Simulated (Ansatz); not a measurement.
One change: `O[C]1([InH2])CC1` becomes `O[C]1([AlH2])CC1`.

Ansatz, PBE0-D4/def2-TZVP geometries, multiplicity 1. Each molecule was computed in one conformer, which needn't be the lowest.

Elements past krypton have def2 core potentials.

```json
{"property": "size of the dipole moment (B3LYP/def2-TZVPP) / D", "`O[C]1([InH2])CC1`": "1.56"}
{"property": "HOMO energy (PBE/def2-TZVPP) / eV", "`O[C]1([InH2])CC1`": "-5.60"}
{"property": "LUMO energy (B3LYP/def2-TZVPP) / eV", "`O[C]1([InH2])CC1`": "-1.86"}
{"property": "HOMO energy (PBE0/def2-TZVPP) / eV", "`O[C]1([InH2])CC1`": "-7.03"}
{"property": "HOMO–LUMO gap (B3LYP/def2-TZVPP) / eV", "`O[C]1([InH2])CC1`": "4.96"}
{"property": "HOMO energy (ωB97M-V/def2-TZVPP) / eV", "`O[C]1([InH2])CC1`": "-9.23"}
```

Problem. What does the change do to each property? (Best estimate.)

Solution. Ansatz gave: 
| property | `O[C]1([AlH2])CC1` | shift |
| --- | --- | --- |
| size of the dipole moment (B3LYP/def2-TZVPP) / D | 1.12 | -0.44 |
| HOMO energy (PBE/def2-TZVPP) / eV | -5.49 | 0.11 |
| LUMO energy (B3LYP/def2-TZVPP) / eV | -1.64 | 0.22 |
| HOMO energy (PBE0/def2-TZVPP) / eV | -6.83 | 0.20 |
| HOMO–LUMO gap (B3LYP/def2-TZVPP) / eV | 4.99 | 0.03 |
| HOMO energy (ωB97M-V/def2-TZVPP) / eV | -9.11 | 0.12 |

With PBE0 the HOMO rises by 0.20 eV and the LUMO rises by 0.15 eV, so the gap narrows by about 0.05 eV. PBE moves the HOMO by 0.11 eV and ωB97M-V by 0.12 eV. Dipoles are sizes alone; their direction can turn.

Positive LUMOs are unbound, so they and the gaps depend on the basis.

B3LYP here is the variant with VWN-RPA as its local correlation; programs differ in this.
